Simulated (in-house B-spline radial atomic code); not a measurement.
The numbers below are computed, except where a source is named.
## Softness against transferability: the 2p channel of Al

Al, [Ne] 3s2 3p1, non-relativistic PBE, spherical and spin-unpolarised, from an all-electron radial atomic-structure program (B-spline basis) (atomic units). The all-electron 2p level is ε = -2.560804 hartree and its outer maximum at 0.43 bohr.

Troullier-Martins pseudo-orbitals are made for several radii. The cutoffs (hartree) are the plane-wave energies beyond which the orbital holds less than the named kinetic energy per electron. The phase error is the difference, pseudo minus all-electron, of arctan(R P'/P) at R = 1.2 bohr for all radii, half a hartree below and above the level.

```json
{"r_c (bohr)": "0.48", "V_l(0) (hartree)": "-58.37", "cutoff for 10 mEh": "188", "for 1 mEh": "244", "for 0.1 mEh": "442", "phase error at ε − 0.5 (mrad)": "+0.2", "at ε + 0.5 (mrad)": "+0.1"}
{"r_c (bohr)": "0.56", "V_l(0) (hartree)": "-49.11", "cutoff for 10 mEh": "152", "for 1 mEh": "195", "for 0.1 mEh": "344", "phase error at ε − 0.5 (mrad)": "+0.5", "at ε + 0.5 (mrad)": "+0.1"}
{"r_c (bohr)": "0.65", "V_l(0) (hartree)": "-41.59", "cutoff for 10 mEh": "124", "for 1 mEh": "156", "for 0.1 mEh": "272", "phase error at ε − 0.5 (mrad)": "+1.1", "at ε + 0.5 (mrad)": "+0.3"}
{"r_c (bohr)": "0.73", "V_l(0) (hartree)": "-36.55", "cutoff for 10 mEh": "105", "for 1 mEh": "131", "for 0.1 mEh": "229", "phase error at ε − 0.5 (mrad)": "+2.4", "at ε + 0.5 (mrad)": "+0.7"}
{"r_c (bohr)": "0.81", "V_l(0) (hartree)": "-32.56", "cutoff for 10 mEh": "90.3", "for 1 mEh": "112", "for 0.1 mEh": "198", "phase error at ε − 0.5 (mrad)": "+4.4", "at ε + 0.5 (mrad)": "+1.3"}
{"r_c (bohr)": "0.9", "V_l(0) (hartree)": "-28.97", "cutoff for 10 mEh": "77.9", "for 1 mEh": "95.8", "for 0.1 mEh": "172", "phase error at ε − 0.5 (mrad)": "+8.2", "at ε + 0.5 (mrad)": "+2.3"}
```

Task: Which radius needs the lowest cutoff for 0.1 mEh while both phase errors stay within 2.5 mrad?

Result: The radii within that limit are 0.48, 0.56, 0.65, 0.73 bohr; of these r_c = 0.73 needs the least, 229 hartree, that is 458 Ry or 6231 eV.

Task: What does the larger radius buy, and what does it cost?

Result: From r_c = 0.48 to 0.9 bohr the cutoff for 1 mEh goes from 244 to 95.8 hartree, a factor of 2.55, against 3.52 for a pure 1/r_c² scaling, end to end; step by step it is 244, 195, 156, 131, 112, 95.8, and for 0.1 mEh 442, 344, 272, 229, 198, 172; the number of plane waves goes as the cutoff to the power 3/2, here a factor of 4.1. The larger of the two phase errors is least at r_c = 0.48 bohr, 0.2 mrad; it is 0.2 at the smallest radius and 8.2 at the largest. These errors test the reference atom alone. Large radii also let the cores of neighbours overlap, which an atom doesn't show.
